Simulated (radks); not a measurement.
P II, configuration [Ne] 3s1.5 3p2.5 (fractional occupations, a model configuration). All-electron calculation, scalar-relativistic Kohn-Sham, r2SCAN, spin-polarised, spherical densities, finite nucleus; open shells are filled with parallel spins first; meta-GGA in the generalised Kohn-Sham scheme; Fermi nuclear charge, rms radius 3.1889 fm. Program: a radial shooting solver on a logarithmic mesh with Libxc functionals. Some entries of the table are withheld. Estimate them.

orbital,occ.,eigenvalue (hartree),<1/r> (bohr^-1)
1s up,1,-77.46158,14.65
1s down,1,-77.44183,14.65
2s up,1,-6.96360,2.838
2s down,1,-6.95002,2.833
2p up,3,(1),2.714
2p down,3,(2),2.711
3s up,1,-0.94726,0.7468
3s down,0.5,-0.76435,0.7327
3p up,2.5,(3),0.6407
3p down,0,(4),0.6192

Answer. 
(1) 2p up eigenvalue (hartree): -5.07621
(2) 2p down eigenvalue (hartree): -5.05233
(3) 3p up eigenvalue (hartree): -0.58818
(4) 3p down eigenvalue (hartree): -0.42077
